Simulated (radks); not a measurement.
Results of a calculation; reference values are marked as such.
Spin polarisation of the 5p5 shell in the caesium ion Cs2+. Start: [Kr] 4d10 5s2 5p(up 2.5, down 2.5); electrons of 5p are moved from spin down to spin up, other shells keep equal spins. Code: a radial shooting solver on a logarithmic mesh with Libxc functionals. Model: scalar-relativistic Kohn-Sham, PBEsol, spin-polarised, spherical densities, point nucleus.

| moment (Bohr magnetons) | E - E(0) (eV) | e(5p up) (eV) | e(5p down) (eV) | 5s down minus up (eV) | 4d down minus up (eV) | 4p down minus up (eV) |
|---|---|---|---|---|---|---|
| 0 | 0.000 | -28.798 | -28.798 | 0.000 | 0.000 | 0.000 |
| 0.25 | -0.012 | -28.893 | -28.701 | 0.187 | 0.036 | 0.025 |
| 0.5 | -0.048 | -28.984 | -28.601 | 0.374 | 0.071 | 0.050 |
| 0.75 | -0.108 | -29.072 | -28.497 | 0.562 | 0.107 | 0.075 |
| 1 | -0.192 | -29.157 | -28.390 | 0.750 | 0.143 | 0.100 |

At moment 1 the spin-polarisation energy is -0.192 eV and the 5p exchange splitting 0.768 eV, that is 0.768 eV per Bohr magneton; E = -I m^2/4 would give I = 0.766 eV.
